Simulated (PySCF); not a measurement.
## Working out the ionisation energy of Ar²⁺

Ar²⁺ [Ne] 3s2 3p4 (3P) → Ar³⁺ [Ne] 3s2 3p3 (4S). Calculation: PySCF 2.14, in aug-cc-pCVTZ-DK (8s7p5d3f, 75 functions); the spin-free X2C one-electron Hamiltonian (Gaussian nucleus). Frozen: nothing. Energies in hartree (1 hartree = 27.21139 eV):

```json
{"part": "UHF", "Ar²⁺ (lower)": "-527.118983", "Ar³⁺ (upper)": "-525.671555"}
{"part": "MP2 opposite-spin", "Ar²⁺ (lower)": "-0.350127", "Ar³⁺ (upper)": "-0.322326"}
{"part": "MP2 same-spin", "Ar²⁺ (lower)": "-0.128805", "Ar³⁺ (upper)": "-0.124695"}
```

Problem. What does Hartree-Fock give?

Solution. (-525.671555) − (-527.118983) = 1.447428 hartree = 39.387 eV.

Problem. What do MP2 and SCS-MP2 (6/5 opposite-spin, 1/3 same-spin) give?

Solution. The opposite-spin parts differ by 0.757 eV and the same-spin parts by 0.112 eV. MP2: 39.387 + (0.757) + (0.112) = 40.256 eV. SCS-MP2: 39.387 + 1.2 × (0.757) + (0.112)/3 = 40.333 eV.

A first-order spin-orbit estimate adds 0.063 eV to MP2 (all electrons), giving 40.319 eV against 40.735 ± 0.012 eV (semi-empirical (NIST evaluation); NIST Atomic Spectra Database, ionization energies).

What remains against the reference includes basis incompleteness and correlation beyond second order.
